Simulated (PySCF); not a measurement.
Compound: C2H5Cl3Si.
Bonds: Si1–C2, C2–C3, C3–Cl4, C3–Cl5, C3–Cl6. Hydrogens: H7, H8, H9 on Si1; H10, H11 on C2.

Computed by this run: PySCF 2.14.0, PBE0-D3(BJ)/def2-SVP geometry optimisation, gas phase; density fitting, grid level 1; the optimiser is geomeTRIC in internal coordinates, started from a GFN2-xTB structure with every atom displaced at random (about 0.01 Å).

Step 0: E = -47566.9982 eV
```
atom  x, y, z in Å  |  force x, y, z in eV/Å
Si1     1.8649   -0.9084   -0.1123   -1.177   1.152  -0.137
C2      0.0716   -0.1373   -0.1108    0.560  -0.481   0.668
C3     -1.0025   -1.1586    0.1513    0.063   0.022   0.240
Cl4    -0.7519   -2.5555   -0.9089   -0.143  -0.374  -0.325
Cl5    -2.6310   -0.5000   -0.1193   -0.112   0.110  -0.095
Cl6    -0.9135   -1.7216    1.8399   -0.023  -0.031   0.205
H7      2.7508    0.2463    0.1110    0.383   0.230   0.087
H8      2.1061   -1.4669   -1.4347    0.242  -0.342  -0.531
H9      1.9633   -1.8692    0.9640    0.190  -0.608   0.547
H10    -0.1279    0.3200   -1.0687   -0.039   0.272  -0.735
H11    -0.0193    0.6521    0.6480    0.057   0.049   0.076
```

Step 1: E = -47567.0817 eV
```
atom  x, y, z in Å  |  force x, y, z in eV/Å
Si1     1.8759   -0.8326   -0.0909   -0.238  -0.257  -0.056
C2      0.0725   -0.1890   -0.1188    0.131   0.139  -0.096
C3     -1.0282   -1.1873    0.1574   -0.022  -0.103  -0.135
Cl4    -0.9377   -2.5800   -0.9762    0.091   0.199   0.158
Cl5    -2.6197   -0.4032   -0.0605   -0.028  -0.011   0.018
Cl6    -0.9237   -1.7931    1.8283   -0.001  -0.021  -0.012
H7      2.8046    0.3167    0.1186   -0.075   0.054  -0.001
H8      2.1744   -1.4760   -1.4028    0.054   0.023   0.003
H9      2.0469   -1.8307    1.0027    0.050   0.041   0.010
H10    -0.1176    0.2518   -1.1156    0.034  -0.055   0.126
H11    -0.0367    0.6242    0.6173    0.003  -0.009  -0.015
```

**Question.** Estimate the geometry and energy of step 2. (The exact step hangs on the optimiser's Hessian estimate; all steps are aligned on step 1, rigid shifts and turns removed.)

**Answer.** E = -47567.0934 eV, largest force 0.120 eV/Å
```
atom  x, y, z in Å  |  force x, y, z in eV/Å
Si1     1.8574   -0.8521   -0.0953   -0.026  -0.111  -0.032
C2      0.0741   -0.1799   -0.1156   -0.004   0.105   0.050
C3     -1.0245   -1.1776    0.1593   -0.028  -0.063  -0.098
Cl4    -0.8933   -2.5571   -0.9722   -0.013   0.003   0.017
Cl5    -2.6266   -0.4152   -0.0632    0.022  -0.013   0.016
Cl6    -0.9191   -1.7927    1.8266   -0.019   0.013   0.031
H7      2.7675    0.3124    0.1096   -0.002   0.031  -0.002
H8      2.1687   -1.4925   -1.4056    0.021   0.018   0.008
H9      2.0447   -1.8383    1.0054    0.021   0.023   0.004
H10    -0.1118    0.2595   -1.1093    0.006  -0.003   0.003
H11    -0.0266    0.6344    0.6198    0.023  -0.002   0.002
```

The energy changes by -0.0117 eV. The first-order estimate −F·Δx gives -0.0209 eV and the mean of the old and new forces, exact on a quadratic surface, -0.0114 eV. The step makes an angle of 61° with the force vector and moves no atom by more than 0.050 Å.

What follows is the cost of the whole optimisation. Time: 38 s wall; peak memory 0.54 GiB. Hardware: one thread, Arm Neoverse V1 (aarch64), on a shared host.
